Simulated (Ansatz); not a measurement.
C₂H₇GeNO, relaxed with RKS PBE0-D4/def2-TZVP in Ansatz from a PBE-D4/def2-SVP geometry. The force threshold is 0.005 eV/Å; the program also tests the step.

The species carries charge 0 and has multiplicity 1. The bonds changed during the relaxation, so this is another structure than the one it started from.

Start:

```xyz
12

C     0.718   -1.420    1.846
Ge   -0.956   -1.277    0.709
O    -0.216    0.577   -0.218
C    -0.376    0.708   -1.442
N     0.017    1.799   -2.121
H     0.475   -2.045    2.733
H     1.546   -1.915    1.299
H     1.062   -0.432    2.216
H    -1.744   -0.352    1.779
H    -0.866   -0.090   -2.054
H     0.466    2.570   -1.620
H    -0.128    1.876   -3.127
```

| step | energy (eV) | largest force (eV/Å) | largest move (Å) |
| --- | --- | --- | --- |
| 1 | -62231.7512 | 0.852 | 0.000 |
| 2 | -62231.8055 | 0.166 | 0.046 |
| 3 | -62231.8088 | 0.096 | 0.017 |
| 4 | -62231.8091 | 0.153 | 0.014 |
| 5 | -62231.8099 | 0.037 | 0.006 |
| 6 | -62231.8099 | 0.021 | 0.004 |
| 7 | -62231.8100 | 0.004 | 0.007 |

End:

```xyz
12

C     0.710   -1.404    1.823
Ge   -0.942   -1.237    0.700
O    -0.204    0.585   -0.206
C    -0.366    0.699   -1.416
N     0.015    1.773   -2.100
H     0.474   -2.058    2.669
H     1.530   -1.861    1.265
H     1.035   -0.443    2.226
H    -1.732   -0.331    1.753
H    -0.843   -0.098   -2.002
H     0.454    2.542   -1.619
H    -0.132    1.832   -3.092
```

Run time 30 s (4 threads of a server CPU on a shared host); peak host memory 0.61 GiB.
